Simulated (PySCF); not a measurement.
# Reading the logs of faulty runs: CGe2H7N

These are calculations, not measurements. The program is PySCF 2.14.0, an open-source quantum chemistry code, run on an isolated molecule that a program drew, which may never have been made. The molecule is CGe2H7N (charge 0, singlet), drawn as the SMILES string `[GeH2]=[N][CH2][GeH3]`.

Each row is a Hartree-Fock (HF) and frozen-core CCSD(T) single point in the cc-pVDZ basis, meant for a local HF minimum. Run 1 is clean. Each other run has one planted mistake out of seven kinds, and not every kind appears here: one electron removed, one electron added, multiplicity raised by two, geometry at a saddle point, minimal basis STO-3G, one bond length entered in bohr, all coordinates scaled. The reference is restricted for singlets and unrestricted otherwise, and also for a bond in bohr. Adding or removing an electron swaps singlet and doublet. Electrons count all cores. HOMO and LUMO are orbital energies over both spins, the gradient is its largest component, and the lowest frequency (negative if imaginary) is given only where the gradient is small. Bond lengths are over the 10 bonds as drawn. T1 is the CCSD diagnostic: over 0.02 (restricted) or 0.045 (unrestricted) a single reference is doubtful. Germanium has the cc-pVDZ-PP basis, with a core potential (ECP10MDF) in place of its 10 inner electrons, and its 3s, 3p and 3d shells are frozen in CCSD(T).

Geometry of the clean run:
```xyz
11
CGe2H7N, angstrom
Ge   -0.9659   -1.5931    2.0017
N    -0.8655    0.0708    1.8554
C    -0.7641    0.9326    0.7012
Ge   -0.7843    0.1863   -1.1350
H    -1.0584   -2.1585    3.4044
H    -0.9788   -2.6455    0.8933
H     0.1553    1.5232    0.7880
H    -1.5751    1.6685    0.7467
H     0.3909   -0.7807   -1.3544
H    -2.0855   -0.5880   -1.4018
H    -0.6743    1.3302   -2.1530
```

| run | electrons | basis functions | <S^2> | HOMO (eV) | LUMO (eV) | gradient (hartree/bohr) | lowest frequency (cm^-1) | mean bond (Å) | longest bond (Å) | T1 | HF (hartree) | CCSD(T) (hartree) | mistake |
|---|---|---|---|---|---|---|---|---|---|---|---|---|---|
| 1 | 84 | 109 | 0.000 | -9.21 | 1.72 | 2.5e-05 | 25 | 1.4946 | 1.982 | 0.0170 | -683.04578 | -683.63479 | no fault |
| 2 | 83 | 109 | 0.831 | -15.72 | -4.84 | 5.8e-02 | - | 1.4946 | 1.982 | 0.0319 | -682.79515 | -683.33911 | one electron removed |
| 3 | 84 | 109 | 0.000 | -9.17 | 1.97 | 4.9e-02 | - | 1.4288 | 1.895 | 0.0153 | -683.02198 | -683.59909 | all coordinates scaled |
| 4 | 84 | 109 | 2.029 | -6.59 | 0.51 | 1.5e-01 | - | 1.4946 | 1.982 | 0.0357 | -682.98971 | -683.52496 | multiplicity raised by two |
| 5 | 84 | 109 | 1.270 | -8.43 | 1.42 | 4.3e-02 | - | 1.6314 | 2.906 | 0.0664 | -682.94838 | -683.51846 | ? |
| 6 | 85 | 109 | 0.772 | 0.11 | 8.03 | 6.8e-02 | - | 1.4946 | 1.982 | 0.0149 | -683.01315 | -683.60260 | ? |

**Which mistake was planted in run 5, and what did it cost?**

The mean bond changes by a factor of 1.092 and the longest by 1.466, so the molecule wasn't scaled as a whole. A length L in bohr read as angstrom grows by (1/0.5292 - 1) L = 0.890 L. The 10 bonds together grew by 10 x 0.1368 = 1.368 Å, which gives L = 1.538 Å. That is the length of one of the Ge-H bonds, 1.538 Å in the clean geometry. So the mistake is: one bond length entered in bohr. Subtracting run 1 and multiplying by 627.51 kcal/mol a hartree, the energy moved by 61.1 kcal/mol in HF and 73.0 kcal/mol in CCSD(T).

**Which mistake was planted in run 6, and what did it cost?**

It counts 85 electrons, one more than the clean run, at the same geometry and basis. So the mistake is: one electron added. Subtracting run 1 and multiplying by 627.51 kcal/mol a hartree, the energy moved by 20.5 kcal/mol in HF and 20.2 kcal/mol in CCSD(T).

Cautions from the logs. Run 5: T1 is over the limit, so its CCSD(T) energy is less reliable; run 6: the HOMO is above zero, so the electron isn't bound and the energy depends on the basis.
